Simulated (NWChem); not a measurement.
Molecule: B3H2O3, doublet; SMILES B1O[B]OBO1

In the optimisation the excess spin sits in a1 (C2v, its own frame).

Give the equilibrium geometry at PBE-D3(BJ)/def2-SVP, spin-unrestricted (NWChem) as a list of bonds and angles, with the point group.

point group C2v; any orientation.
Bond lengths (Å): B1–O2 1.374, B1–O6 1.374, O2–B3 1.388, B3–O4 1.381, B3–H7 1.209, O4–B5 1.381, B5–O6 1.388, B5–H8 1.209. Bond angles (°): O2–B1–O6 121.6, B1–O2–B3 119.4, O2–B3–O4 119.3, O2–B3–H7 120.2, O4–B3–H7 120.5, B3–O4–B5 121.1, O4–B5–O6 119.3, O4–B5–H8 120.5, O6–B5–H8 120.2, B1–O6–B5 119.4.
